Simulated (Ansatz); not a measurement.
M(NH2)3 with several metals: gap (eV) at several levels, gas phase, relaxed structures; Ansatz. Core potentials for Dy, La, Nd in the def2 sets, no spin–orbit coupling. HOMO and LUMO are taken over both spins. With an open 4f shell the SCF may have ended above the lowest state. Singlets are spin-restricted. Names give formal oxidation states. The structures are stationary points that may keep the symmetry of their start. Remarks come from the PBE and PBE0 runs and from stability tests at other levels; not every state was tested.

```csv
species,state,geometry,PBE-D4/def2-SVP,PBE-D4/def2-TZVP,r2SCAN-D4/def2-TZVP,PBE0-D4/def2-SVP,PBE0-D4/def2-TZVP,remarks
La(NH2)3 (LaN3H6),singlet,r2SCAN-D4/def2-SVP,2.76,2.92,3.59,4.65,4.81,–
Co(NH2)3 (CoN3H6),quintet,PBE0-D4/def2-SVP,0.99,1.03,1.76,4.38,4.50,"triplet lower at PBE, spin states tie at PBE0"
V(NH2)3 (VN3H6),triplet,PBE-D4/def2-SVP,1.45,1.41,2.07,4.84,4.76,–
Cr(NH2)3 (CrN3H6),quartet,r2SCAN-D4/def2-SVP,2.63,2.56,3.09,5.00,5.13,–
Nd(NH2)3 (NdN3H6),quartet,PBE-D4/def2-SVP,1.28,1.33,2.63,4.66,4.89,–
Dy(NH2)3 (DyN3H6),sextet,r2SCAN-D4/def2-SVP,0.84,0.83,2.09,4.81,4.96,–
```

Over the 6 species that have every level, the mean is 1.66 at PBE-D4/def2-SVP, 1.68 at PBE-D4/def2-TZVP, 2.54 at r2SCAN-D4/def2-TZVP, 4.72 at PBE0-D4/def2-SVP, 4.84 at PBE0-D4/def2-TZVP. Orbital gaps grow with the share of exact exchange and aren't one observable across functionals.
